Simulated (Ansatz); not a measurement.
Relaxation of C3H9AlBFO (16 atoms, charge 0, multiplicity 1), to a largest force component of 0.02 eV/Å in at most 40 steps.

These are results of RKS B3LYP/STO-3G in Ansatz, not measurements.

```xyz
16
Properties=species:S:1:pos:R:3
B 0.726 -3.022 -0.770
C 0.757 -1.399 -0.895
O -0.571 -0.874 -1.022
Al -0.391 0.985 -1.125
F -0.322 1.766 -2.747
C -0.526 2.095 0.544
C -0.612 1.209 1.791
H 1.707 -3.595 -0.684
H -0.364 -3.510 -0.758
H 1.371 -1.152 -1.771
H 1.254 -1.021 0.047
H -1.382 2.768 0.503
H 0.352 2.715 0.585
H -0.707 1.863 2.708
H 0.242 0.522 1.875
H -1.558 0.627 1.764
```

**Question.** Where does it end, and by what steps?

**Answer.** The run converged. Limits of this set-up: minimal basis. After 28 steps the energy has fallen by 1.317 eV; O3 moved furthest, 1.47 Å.

```json
{"step": "0", "energy less start (eV)": "0.0000", "largest force component (eV/Å)": "3.933", "accepted": "yes"}
{"step": "1", "energy less start (eV)": "-0.8142", "largest force component (eV/Å)": "2.324", "accepted": "yes"}
{"step": "2", "energy less start (eV)": "-0.9485", "largest force component (eV/Å)": "1.448", "accepted": "yes"}
{"step": "3", "energy less start (eV)": "-0.9987", "largest force component (eV/Å)": "0.404", "accepted": "yes"}
{"step": "4", "energy less start (eV)": "-1.0182", "largest force component (eV/Å)": "0.187", "accepted": "yes"}
{"step": "5", "energy less start (eV)": "-1.0214", "largest force component (eV/Å)": "0.193", "accepted": "yes"}
{"step": "6", "energy less start (eV)": "-1.0275", "largest force component (eV/Å)": "0.050", "accepted": "yes"}
{"step": "7", "energy less start (eV)": "-1.0290", "largest force component (eV/Å)": "0.058", "accepted": "yes"}
{"step": "8", "energy less start (eV)": "-1.0304", "largest force component (eV/Å)": "0.363", "accepted": "yes"}
{"step": "9", "energy less start (eV)": "-1.0403", "largest force component (eV/Å)": "0.267", "accepted": "yes"}
{"step": "10", "energy less start (eV)": "-1.0685", "largest force component (eV/Å)": "0.367", "accepted": "yes"}
{"step": "11", "energy less start (eV)": "-1.1057", "largest force component (eV/Å)": "0.975", "accepted": "yes"}
{"step": "12", "energy less start (eV)": "-1.1122", "largest force component (eV/Å)": "1.147", "accepted": "yes"}
{"step": "13", "energy less start (eV)": "-1.2216", "largest force component (eV/Å)": "0.239", "accepted": "yes"}
{"step": "14", "energy less start (eV)": "-1.2605", "largest force component (eV/Å)": "0.288", "accepted": "yes"}
{"step": "15", "energy less start (eV)": "-1.2747", "largest force component (eV/Å)": "0.437", "accepted": "yes"}
{"step": "16", "energy less start (eV)": "-1.2764", "largest force component (eV/Å)": "0.778", "accepted": "yes"}
{"step": "17", "energy less start (eV)": "-1.2878", "largest force component (eV/Å)": "0.480", "accepted": "yes"}
{"step": "18", "energy less start (eV)": "-1.3033", "largest force component (eV/Å)": "0.272", "accepted": "yes"}
{"step": "19", "energy less start (eV)": "-1.3089", "largest force component (eV/Å)": "0.067", "accepted": "yes"}
{"step": "20", "energy less start (eV)": "-1.3113", "largest force component (eV/Å)": "0.089", "accepted": "yes"}
{"step": "21", "energy less start (eV)": "-1.3143", "largest force component (eV/Å)": "0.108", "accepted": "yes"}
{"step": "22", "energy less start (eV)": "-1.3155", "largest force component (eV/Å)": "0.057", "accepted": "yes"}
{"step": "23", "energy less start (eV)": "-1.3162", "largest force component (eV/Å)": "0.033", "accepted": "yes"}
{"step": "24", "energy less start (eV)": "-1.3162", "largest force component (eV/Å)": "0.073", "accepted": "yes"}
{"step": "25", "energy less start (eV)": "-1.3168", "largest force component (eV/Å)": "0.034", "accepted": "yes"}
{"step": "26", "energy less start (eV)": "-1.3171", "largest force component (eV/Å)": "0.044", "accepted": "yes"}
{"step": "27", "energy less start (eV)": "-1.3173", "largest force component (eV/Å)": "0.022", "accepted": "yes"}
{"step": "28", "energy less start (eV)": "-1.3173", "largest force component (eV/Å)": "0.013", "accepted": "yes"}
```

```xyz
16
Properties=species:S:1:pos:R:3
B 0.412 -3.029 -1.306
C 1.119 -1.668 -0.934
O 0.429 -0.831 0.059
Al 0.042 0.708 -0.567
F 0.504 0.929 -2.120
C -0.865 2.016 0.498
C -0.769 1.768 2.035
H 1.017 -3.842 -1.903
H -0.710 -3.240 -1.029
H 1.279 -1.131 -1.912
H 2.156 -1.890 -0.579
H -1.932 2.051 0.223
H -0.472 3.023 0.283
H -1.323 2.534 2.603
H 0.277 1.793 2.382
H -1.185 0.786 2.310
```

The run took 71 s on 1 thread of Intel(R) Xeon(R) 6975P-C (Granite Rapids), on a shared host, peak memory 0.17 GiB.
